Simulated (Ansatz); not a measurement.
Stepwise reaction of `C[O][Ge][O]C` with hydrogen sulfide, as a gas-phase model of exchange steps in deposition or etching. ΔE in kJ/mol.

Calculated with Ansatz (gas phase, PBE0-D4/def2-TZVP geometries, no zero-point term in ΔE). CCSD(T)/CBS adds triple-zeta CCSD(T) − MP2 to the extrapolated MP2 energy (def2 sets, frozen cores). This one scheme is used for every species. Functionals use def2-TZVPP. B3LYP here is the variant with VWN-RPA as its local correlation; programs differ in this. For Ge outer-core shells are correlated without core-valence functions, which leaves a few kJ/mol of doubt a bond. Scalar relativity is left out up to krypton. One conformer a species, not always the lowest.

```csv
step,reaction,PBE-D4,B3LYP-D4,ωB97M-V,CCSD(T)/CBS
1,`C[O][Ge][O]C` + H₂S → `C[O][Ge][SH]` + CH₃OH,-8.4,-0.8,2.9,1.7
```

Q: Give the row of step 2, `C[O][Ge][SH]` + H₂S → `[SH][Ge][SH]` + CH₃OH. (An estimate is asked.)

A: Ansatz gave: 
```json
{"step": "2", "reaction": "`C[O][Ge][SH]` + H₂S → `[SH][Ge][SH]` + CH₃OH", "PBE-D4": "-22.3", "B3LYP-D4": "-15.6", "ωB97M-V": "-15.2", "CCSD(T)/CBS": "-18.3"}
```

Q: By hand: ΔE of the 2 steps together at CCSD(T)/CBS.

A: (1.7) + (-18.3) = -16.6 kJ/mol, or -8.3 kJ/mol a step.

In ΔE each step is lower than the one before. PBE-D4 differs from CCSD(T)/CBS by -10.1 to -4.0 kJ/mol a step. Isolated molecules leave out the surface, adducts and barriers. Largest T1 diagnostic: 0.015.
